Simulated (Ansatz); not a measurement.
```yaml
crystal:
  periodic: [false, false, false]
  atoms:
    - {symbol: Ti, position_ang: [0.148388, 0.094150, -0.580386]}
    - {symbol: N, position_ang: [0.112274, 0.009604, 0.995064]}
    - {symbol: H, position_ang: [0.950053, -0.375496, 1.863021]}
    - {symbol: H, position_ang: [-0.722457, 0.244499, 1.775821]}
    - {symbol: F, position_ang: [1.926714, -0.177268, -1.527762]}
    - {symbol: F, position_ang: [-0.805575, 1.403552, -1.115646]}
    - {symbol: F, position_ang: [-0.889152, -1.260786, -1.219058]}
basis:
  gaussian: {orbitals: def2-TZVP, final_grid: {core_spheres: 20, valence_spheres: 16, degree: 47}}
hamiltonian: {xc: {name: revPBE0}, dispersion: d4}
scf: {omitted_lower_state_checks: [starts]}
output: {forces: true}
```

```sh
$ ansatz run in.yaml --threads 4 --pin off --events-out ev --progress --plain --max-ram 3916MiB
```

It prints (some lines left out):

```
Functional definition: revPBE0
1177 factors; their error is unknown
mean field evaluation 1: about -32776.2000 eV, gradient 8.6e1 eV
mean field evaluation 2: about -32680.9864 eV, gradient 2.9e2 eV
mean field evaluation 4: about -32787.3928 eV, gradient 2.2e1 eV
mean field evaluation 8: about -32788.1906 eV, gradient 2.3e-1 eV
mean field evaluation 16: about -32788.3493 eV, gradient 1.9e-3 eV
mean field -32788.34925884 eV, -1204.9496105211 hartree, gradient 2.7e-5 eV, S^2 0.000000; 0 other end points of the search recorded, 0 dependent functions left out
reference -32788.34931000 eV, -1204.9496124012 hartree; 29, 29 occupied and 152, 152 virtual orbitals, 1177 factors
Total energy: -32788.64766138 eV, -1204.9605766119 hartree
Atom 0 at     0.148388     0.094150    -0.580386 Å, force     3.140105    -2.440387   -14.361576 eV/Å
Atom 1 at     0.112274     0.009604     0.995064 Å, force     0.257409    -1.205227    18.822240 eV/Å
Atom 2 at     0.950053    -0.375496     1.863021 Å, force    -2.927684     1.349291    -3.821732 eV/Å
Atom 3 at    -0.722457     0.244499     1.775821 Å, force     2.533012    -0.621187    -3.062326 eV/Å
Atom 4 at     1.926714    -0.177268    -1.527762 Å, force    -2.826071     0.631633     1.965227 eV/Å
Atom 5 at    -0.805575     1.403552    -1.115646 Å, force    -0.820816     1.626733    -0.204390 eV/Å
Atom 6 at    -0.889152    -1.260786    -1.219058 Å, force     0.644044     0.659145     0.662556 eV/Å
Dipole moment:    -0.102279     0.210686     1.382818 e Å
Checks for a lower state left out: starts
```

Hardware: 4 threads of Arm Neoverse V1 on a shared host. Wall time 3.8 s.
